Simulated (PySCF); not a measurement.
Compound: C5H6ClF.
Atom-mapped SMILES: `[CH2:1]=[CH:2]/[C:3]([F:4])=[C:5](/[CH3:6])[Cl:7]` (hydrogens: H8, H9 on C1; H10 on C2; H11, H12, H13 on C6)

The calculation used core-valence-separated Tamm–Dancoff BHandHLYP/aug-pcX-1 (pcseg-1 on H, def2-SVPD on Cl) in PySCF, non-relativistic, gas phase, PBE0-D3(BJ)/def2-SVP geometry. BHandHLYP without relativity tends to put these K edges a few eV too low, so spacings mean more than positions.

Question: Give energies, oscillator strengths and core holes at the F K edge.

Answer: 
| E (eV) | f | core hole on | main final orbital |
| --- | --- | --- | --- |
| 685.67 | 0.0043 | F4 | LUMO (91 %) |
| 685.99 | 0.0265 | F4 | spread |
| 687.57 | 0.0116 | F4 | spread |
| 688.13 | 0.0086 | F4 | LUMO+6 (40 %) |
| 688.19 | 0.0017 | F4 | LUMO+1 (41 %) |
| 688.55 | 0.0008 | F4 | LUMO+3 (62 %) |
| 688.92 | 0.0003 | F4 | LUMO+5 (59 %) |

The first line with a tenth or more of the strongest one's intensity is at 685.67 eV (f = 0.004), with the hole on F4 (vinyl fluorine). The strongest listed is at 685.99 eV (f = 0.026; F4).

Question: What does the C 1s absorption edge look like?

Answer: 
```json
{"E (eV)": "282.13", "f": "0.0596", "core hole on": "C1", "main final orbital": "LUMO (81 %)", "polarisation": "normal to the local trigonal plane"}
{"E (eV)": "282.75", "f": "0.0493", "core hole on": "C2", "main final orbital": "LUMO (79 %)", "polarisation": "normal to the local trigonal plane"}
{"E (eV)": "284.03", "f": "0.0590", "core hole on": "C5", "main final orbital": "LUMO (78 %)", "polarisation": "normal to the local trigonal plane"}
{"E (eV)": "284.98", "f": "0.0573", "core hole on": "C3", "main final orbital": "LUMO (69 %)", "polarisation": "normal to the local trigonal plane"}
{"E (eV)": "285.19", "f": "0.0006", "core hole on": "C6", "main final orbital": "LUMO (91 %)", "polarisation": "–"}
{"E (eV)": "285.54", "f": "0.0582", "core hole on": "C5", "main final orbital": "LUMO+4 (35 %)", "polarisation": "in the local trigonal plane"}
{"E (eV)": "285.93", "f": "0.0078", "core hole on": "C6", "main final orbital": "LUMO+1 (74 %)", "polarisation": "–"}
{"E (eV)": "286.06", "f": "0.0095", "core hole on": "C1", "main final orbital": "LUMO+2 (84 %)", "polarisation": "in the local trigonal plane"}
{"E (eV)": "286.44", "f": "0.0130", "core hole on": "C2", "main final orbital": "LUMO+2 (46 %)", "polarisation": "in the local trigonal plane"}
{"E (eV)": "286.58", "f": "0.0210", "core hole on": "C6", "main final orbital": "LUMO+7 (43 %)", "polarisation": "–"}
{"E (eV)": "286.66", "f": "0.0258", "core hole on": "C1", "main final orbital": "LUMO+3 (30 %)", "polarisation": "in the local trigonal plane"}
{"E (eV)": "286.83", "f": "0.0355", "core hole on": "C6", "main final orbital": "LUMO+6 (54 %)", "polarisation": "–"}
{"E (eV)": "286.88", "f": "0.0179", "core hole on": "C2", "main final orbital": "spread", "polarisation": "normal to the local trigonal plane"}
{"E (eV)": "287.16", "f": "0.0103", "core hole on": "C6", "main final orbital": "LUMO+3 (38 %)", "polarisation": "–"}
{"E (eV)": "287.43", "f": "0.0048", "core hole on": "C2", "main final orbital": "LUMO+3 (57 %)", "polarisation": "in the local trigonal plane"}
{"E (eV)": "287.47", "f": "0.0022", "core hole on": "C1", "main final orbital": "LUMO+1 (38 %)", "polarisation": "in the local trigonal plane"}
{"E (eV)": "287.54", "f": "0.0001", "core hole on": "C6", "main final orbital": "LUMO+5 (35 %)", "polarisation": "–"}
{"E (eV)": "287.58", "f": "0.0426", "core hole on": "C3", "main final orbital": "spread", "polarisation": "in the local trigonal plane"}
{"E (eV)": "287.61", "f": "0.0067", "core hole on": "C1", "main final orbital": "LUMO+8 (56 %)", "polarisation": "normal to the local trigonal plane"}
{"E (eV)": "287.74", "f": "0.0002", "core hole on": "C2", "main final orbital": "LUMO+1 (48 %)", "polarisation": "–"}
{"E (eV)": "287.86", "f": "0.0170", "core hole on": "C6", "main final orbital": "LUMO+2 (47 %)", "polarisation": "–"}
{"E (eV)": "287.87", "f": "0.0047", "core hole on": "C2", "main final orbital": "LUMO+4 (50 %)", "polarisation": "in the local trigonal plane"}
{"E (eV)": "288.01", "f": "0.0032", "core hole on": "C1", "main final orbital": "LUMO+3 (50 %)", "polarisation": "in the local trigonal plane"}
```

The first line with a tenth or more of the strongest one's intensity is at 282.13 eV (f = 0.060), with the hole on C1 (terminal =CH2 carbon), polarised normal to the local trigonal plane: a 1s→π* resonance. It is also the strongest listed.

Roots within 0.03 eV whose holes lie on the same, on equivalent or on shared atoms are summed into one line, and the highest roots are left out, as the search may have cut off their partners. Final orbitals are the ground state's empty Kohn–Sham orbitals. A dash: too weak, shared between unlike atoms, or no plane or axis to refer to.

Question: What length of transition dipole belongs to the line at 687.57 eV?

Answer: From f = (2/3) ΔE |μ|² in atomic units, with ΔE = 25.268 Eh and f = 0.0116: |μ| = 0.026 au = 0.07 D.

The list ends where the root search ended, not at a threshold.

Rough CPU time on one thread of a shared machine: about 60 s.

The values belong to the conformer `[CH2:1]=[CH:2]/[C:3]([F:4])=[C:5](/[CH3:6])[Cl:7]`: C1–C2–C3–F4 -1°.
